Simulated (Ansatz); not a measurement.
A nudged elastic band was laid between two geometries of CH5ClSn + H2 (10 atoms, charge 0, multiplicity 1).

These are results of RKS r2SCAN/def2-SVP (Ansatz 0.2.0), not measurements.

* movable images: 9
* climbing image: yes
* spring: 5.0 eV/Å²
* optimiser: quadratic models (default)
* start path: through a guess of the saddle point
* force threshold: 0.05 eV/Å
* iteration limit: 60
* end points: relaxed

Image 0:

```xyz
10
Properties=species:S:1:pos:R:3
Sn 0.307 -0.041 -0.198
Cl 0.437 -0.174 2.171
H 1.934 -0.034 -0.734
H -0.485 1.439 -0.535
C -0.797 -1.775 -0.813
H -1.608 -1.951 -0.093
H -1.225 -1.615 -1.813
H -0.132 -2.649 -0.833
H -3.208 0.179 1.583
H -2.534 0.115 1.928
```

Image 10:

```xyz
10
Properties=species:S:1:pos:R:3
Sn -0.396 0.323 -0.447
Cl -0.969 -1.215 3.071
H 1.182 0.528 0.186
H -0.572 1.250 -1.879
C -0.843 -1.754 -0.793
H -0.884 -2.273 0.175
H -1.813 -1.852 -1.300
H -0.061 -2.209 -1.417
H -1.515 0.944 0.716
H -1.440 -0.248 2.351
```

Question: What changes between the two ends?

Answer: Bonds broken: Sn1–Cl2, H9–H10. Bonds formed: Sn1–H9, Cl2–H10. CH5ClSn + H2 becomes CH6Sn + ClH.

Question: Give the energies along the band, and the barrier.

Answer: The forces met the threshold. The highest image is number 6 of 0 to 10, 168.6 kJ/mol above the first end and 99.2 kJ/mol above the last; the last end lies 69.5 kJ/mol above the first. A vibrational analysis at the climbing image gives 2 clearly imaginary modes (864i, 61i cm⁻¹): a point of higher order. A lower path may pass nearby, or the ends, which weren't checked, may share the extra mode. The orbitals stay closed-shell, which can raise the energy where a bond breaks towards radicals; this wasn't checked here.

| image | path coordinate (Å) | energy (kJ/mol) | Sn1–Cl2 (Å) | H9–H10 (Å) | Sn1–H9 (Å) |
| --- | --- | --- | --- | --- | --- |
| 0 | 0.00 | 0.0 | 2.38 | 0.76 | 3.95 |
| 1 | 0.80 | 0.7 | 2.38 | 0.76 | 3.84 |
| 2 | 1.61 | 0.7 | 2.38 | 0.76 | 3.84 |
| 3 | 2.41 | 2.6 | 2.38 | 0.76 | 3.58 |
| 4 | 3.21 | 21.2 | 2.40 | 0.76 | 3.02 |
| 5 | 4.01 | 82.5 | 2.49 | 0.77 | 2.48 |
| 6 | 4.81 | 168.6 | 2.82 | 0.93 | 2.01 |
| 7 | 5.24 | 125.2 | 3.04 | 1.24 | 1.83 |
| 8 | 5.68 | 83.8 | 3.36 | 1.50 | 1.75 |
| 9 | 6.11 | 71.0 | 3.69 | 1.79 | 1.73 |
| 10 | 6.54 | 69.5 | 3.88 | 2.02 | 1.73 |

Question: What is the geometry of the highest image?

Answer: 
```xyz
10
Properties=species:S:1:pos:R:3
Sn -0.254 0.042 -0.137
Cl -0.417 -0.821 2.539
H 1.385 0.338 0.234
H -0.754 1.282 -1.246
C -0.957 -1.875 -0.775
H -1.086 -2.498 0.120
H -1.910 -1.762 -1.309
H -0.210 -2.328 -1.444
H -1.712 0.824 0.996
H -1.396 0.293 1.685
```

Run time: 7.4 min on 2 threads of Arm Neoverse V1, with other jobs on the host, peak memory 0.16 GiB.
